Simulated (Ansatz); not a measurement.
`BN(C)[SiH2]S` and `BN(C)[SiH2]Cl` differ in one atom or group.

Ansatz, PBE0-D4/def2-TZVP geometries, multiplicity 1. Each molecule was computed in one conformer, which needn't be the lowest.

```json
{"property": "size of the dipole moment (ωB97M-V/def2-TZVPP) / D", "`BN(C)[SiH2]S`": "1.69"}
{"property": "LUMO energy (PBE/def2-TZVPP) / eV", "`BN(C)[SiH2]S`": "-1.16"}
{"property": "HOMO energy (PBE/def2-TZVPP) / eV", "`BN(C)[SiH2]S`": "-6.44"}
{"property": "HOMO–LUMO gap (PBE0/def2-TZVPP) / eV", "`BN(C)[SiH2]S`": "7.44"}
{"property": "HOMO–LUMO gap (PBE/def2-TZVPP) / eV", "`BN(C)[SiH2]S`": "5.28"}
{"property": "HOMO energy (B3LYP/def2-TZVPP) / eV", "`BN(C)[SiH2]S`": "-7.40"}
```

Problem. Give the same properties after the change, and the shifts. (Best estimate.)

Solution. The calculation gave: 
```tsv
property	`BN(C)[SiH2]Cl`	shift
size of the dipole moment (ωB97M-V/def2-TZVPP) / D	1.42	-0.27
LUMO energy (PBE/def2-TZVPP) / eV	-1.35	-0.19
HOMO energy (PBE/def2-TZVPP) / eV	-7.15	-0.71
HOMO–LUMO gap (PBE0/def2-TZVPP) / eV	8.01	0.57
HOMO–LUMO gap (PBE/def2-TZVPP) / eV	5.80	0.52
HOMO energy (B3LYP/def2-TZVPP) / eV	-8.16	-0.76
```

With PBE0 the HOMO falls by 0.74 eV and the LUMO falls by 0.16 eV, so the gap widens by about 0.58 eV. PBE moves the HOMO by -0.71 eV and ωB97M-V by -0.83 eV. Dipoles are sizes alone; their direction can turn.

B3LYP here is the variant with VWN-RPA as its local correlation; programs differ in this.
